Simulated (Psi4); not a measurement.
Reaction (SMILES): C=[SiH2] (CH2-SiH2) → C=[SiH-] + H+
B3LYP-D3(BJ)/def2-TZVP geometries, fixed; electronic energies without zero-point terms.

Effect of the grid (radial, spherical points) at B3LYP/def2-TZVP with Psi4, against the last row, where the deprotonation energy is 366.87 kcal/mol. The proton leaves the site shown, which need not be the most acidic. Cost is core time over that of grid: 35, 110, rough, on shared machines of one kind.

```tsv
setting	grid points, largest species	largest shift of a total energy (mEh)	shift of the deprotonation energy (kcal/mol)	cost
grid: 35, 110	22583	-1.639	-0.003	1×
grid: 50, 194	57023	-0.024	0.008	1×
grid: 75, 302	130723	0.001	0.001	2×
grid: 99, 590	335665	0.000	0.000	3×
grid: 150, 974	837185	0.000	0.000	6×
```

Within 0.02 kcal/mol in the deprotonation energy: grid: 35, 110; grid: 50, 194; grid: 75, 302; grid: 99, 590. The largest shift is 1.639 mEh in a total energy and 0.008 kcal/mol in the difference.
